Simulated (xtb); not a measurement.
C4H7, doublet, geometry from GFN2-xTB. Base run: GFN0-xTB (xtb).

Geometry (Å):
```xyz
11

C      0.0079     1.0677     0.0466
C     -0.0076    -1.0340    -0.0452
C     -1.0847     0.0681     0.0075
C      1.0856     0.0525    -0.0022
H      0.0158     2.1374     0.0934
H     -0.0160    -1.6258    -0.9575
H     -0.0086    -1.7031     0.8121
H     -1.7331     0.0405     0.8903
H     -1.7404     0.1174    -0.8689
H      1.7414     0.0155     0.8747
H      1.7341     0.0924    -0.8845
```
Charge 0, spin multiplicity 2.
All else is at xtb's defaults.
Base energy -12.23977 Eh.

Each row names what was changed in the base input (with any setting that the change needs).

```csv
change,ΔE vs base (mEh)
base,0.000
acc = 0.0001,0.000
etemp = 1000,0.000
```
